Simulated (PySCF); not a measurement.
C2H8Si, charge -1, quartet, geometry from GFN2-xTB of the parent state (a state made from the parent by changing its charge; the spin is typed, not shown lowest) (in this run its highest filled SCF level lies above zero, so its values depend strongly on the basis, on diffuse functions most of all); BLYP/STO-3G in PySCF.

PySCF was given this input:
```python
from pyscf import gto, scf, dft

mol = gto.Mole()
mol.atom = '''
    Si    0.036509   -0.433586   -0.365069
    C     1.531917    0.704416    0.028610
    C    -1.590660   -0.005894    0.559959
    H     0.467240   -1.527358    0.704050
    H    -0.371868    0.395331   -1.656872
    H     1.346210    1.751742   -0.212706
    H     2.390660    0.390371   -0.565822
    H     1.838065    0.660492    1.074445
    H    -2.376140   -0.693960    0.245314
    H    -1.949584    1.002029    0.348119
    H    -1.503247   -0.099576    1.643014
'''
mol.basis = 'sto-3g'
mol.charge = -1
mol.spin = 3
mol.verbose = 4
mol.build()

mf = dft.UKS(mol)
mf.xc = 'blyp'
mf.kernel()
mf.analyze()
```

Question: Write the output that PySCF gives for this input, abridged.

Answer: 
```
PySCF version 2.14.0

[INPUT] verbose = 4
[INPUT] num. atoms = 11
[INPUT] num. electrons = 35
[INPUT] charge = -1
[INPUT] spin (= nelec alpha-beta = 2S) = 3
[INPUT] symmetry False subgroup None
[INPUT] Mole.unit = angstrom
[INPUT] Symbol           X                Y                Z      unit          X                Y                Z       unit  Magmom
[...]
nuclear repulsion = 111.847411595838
number of shells = 19
number of NR pGTOs = 81
number of NR cGTOs = 27
basis = sto-3g
ecp = {}

******** <class 'pyscf.dft.uks.UKS'> ********
method = UKS
initial guess = minao
damping factor = 0
level_shift factor = 0
DIIS = <class 'pyscf.scf.diis.CDIIS'>
diis_start_cycle = 1
diis_space = 8
diis_damp = 0
SCF conv_tol = 1e-09
SCF conv_tol_grad = None
SCF max_cycles = 50
direct_scf = True
direct_scf_tol = 1e-13
number electrons alpha = 19  beta = 16
XC library pyscf.dft.libxc version 7.1.2
    S. Lehtola, C. Steigemann, M. J. T. Oliveira, and M. A. L. Marques,  SoftwareX 7, 1–5 (2018)
XC functionals = blyp
    A. D. Becke,  Phys. Rev. A 38, 3098 (1988)
    C. Lee, W. Yang, and R. G. Parr,  Phys. Rev. B 37, 785 (1988)
    B. Miehlich, A. Savin, H. Stoll, and H. Preuss,  Chem. Phys. Lett. 157, 200 (1989)
radial grids:
    Treutler-Ahlrichs [JCP 102, 346 (1995); DOI:10.1063/1.469408] (M4) radial grids

becke partition: Becke, JCP 88, 2547 (1988); DOI:10.1063/1.454033
pruning grids: <function nwchem_prune>
grids dens level: 3
symmetrized grids: False
atomic radii adjust function: <function treutler_atomic_radii_adjust>
small_rho_cutoff = 0
Set gradient conv threshold to 3.16228e-05
tot grids = 125880
init E= -365.695830935345

cycle= 1 E= -365.380054144249  delta_E= 0.316  |g|= 0.328  |ddm|= 3.66

cycle= 2 E= -365.33546779595  delta_E= 0.0446  |g|= 0.379  |ddm|= 3.97

cycle= 3 E= -365.451200898316  delta_E= -0.116  |g|= 0.0535  |ddm|= 3.87

cycle= 4 E= -365.454649623758  delta_E= -0.00345  |g|= 0.013  |ddm|= 0.172

cycle= 5 E= -365.454831582015  delta_E= -0.000182  |g|= 0.00792  |ddm|= 0.11

cycle= 6 E= -365.454306942156  delta_E= 0.000525  |g|= 0.024  |ddm|= 0.233

cycle= 7 E= -365.454894324676  delta_E= -0.000587  |g|= 0.00174  |ddm|= 0.191

cycle= 8 E= -365.454894792026  delta_E= -4.67e-07  |g|= 0.00151  |ddm|= 0.016

cycle= 9 E= -365.454898315614  delta_E= -3.52e-06  |g|= 0.000183  |ddm|= 0.00845

cycle= 10 E= -365.454898361631  delta_E= -4.6e-08  |g|= 2.25e-05  |ddm|= 0.000889

cycle= 11 E= -365.454898362242  delta_E= -6.12e-10  |g|= 7.57e-06  |ddm|= 0.00014

[...]
converged SCF energy = -365.454898362257  <S^2> = 3.7536649  2S+1 = 4.0018321
Total Energy =                        -365.454898362257154
[...]
 ** Mulliken Spin Density (per AO)  **
spin_pop of  0 Si 1s        0.00000
spin_pop of  0 Si 2s        0.00039
spin_pop of  0 Si 3s        0.40922
spin_pop of  0 Si 2px      -0.00008
spin_pop of  0 Si 2py       0.00053
spin_pop of  0 Si 2pz       0.00035
spin_pop of  0 Si 3px      -0.02067
spin_pop of  0 Si 3py       0.50577
spin_pop of  0 Si 3pz       0.34796
spin_pop of  1 C 1s        0.00002
spin_pop of  1 C 2s        0.08364
spin_pop of  1 C 2px       0.13143
spin_pop of  1 C 2py       0.15784
spin_pop of  1 C 2pz       0.04874
spin_pop of  2 C 1s        0.00002
spin_pop of  2 C 2s        0.08367
spin_pop of  2 C 2px       0.16794
spin_pop of  2 C 2py       0.05951
spin_pop of  2 C 2pz       0.11063
spin_pop of  3 H 1s        0.41866
spin_pop of  4 H 1s        0.41447
spin_pop of  5 H 1s        0.00354
spin_pop of  6 H 1s        0.03482
spin_pop of  7 H 1s        0.00162
spin_pop of  8 H 1s        0.03480
spin_pop of  9 H 1s        0.00354
spin_pop of  10 H 1s        0.00162
 ** Mulliken Spin Density (per atom)  **
spin density of  0 Si =      1.24347
spin density of  1 C =      0.42168
spin density of  2 C =      0.42178
spin density of  3 H =      0.41866
spin density of  4 H =      0.41447
spin density of  5 H =      0.00354
spin density of  6 H =      0.03482
spin density of  7 H =      0.00162
spin density of  8 H =      0.03480
spin density of  9 H =      0.00354
spin density of  10 H =      0.00162
 ** Mulliken pop alpha/beta on meta-lowdin orthogonal AOs **
 ** Mulliken pop       alpha | beta **
[...]
In total            19.00000 | 16.00000
 ** Mulliken atomic charges   ( Nelec_alpha | Nelec_beta ) **
charge of  0Si =      0.12083  (     7.56132      6.31785 )
charge of  1C =     -0.25787  (     3.33977      2.91810 )
charge of  2C =     -0.25785  (     3.33981      2.91804 )
charge of  3H =     -0.22599  (     0.82233      0.40366 )
charge of  4H =     -0.22645  (     0.82046      0.40599 )
charge of  5H =     -0.01694  (     0.51024      0.50670 )
charge of  6H =     -0.04281  (     0.53881      0.50400 )
charge of  7H =     -0.01658  (     0.50910      0.50748 )
charge of  8H =     -0.04281  (     0.53880      0.50400 )
charge of  9H =     -0.01694  (     0.51024      0.50670 )
charge of  10H =     -0.01658  (     0.50910      0.50748 )

WARN: System has nonzero charge -1; the dipole moment is origin-dependent.
Location of origin: [0. 0. 0.]

Dipole moment(X, Y, Z, Debye): -0.01916,  0.23941,  0.20849
```
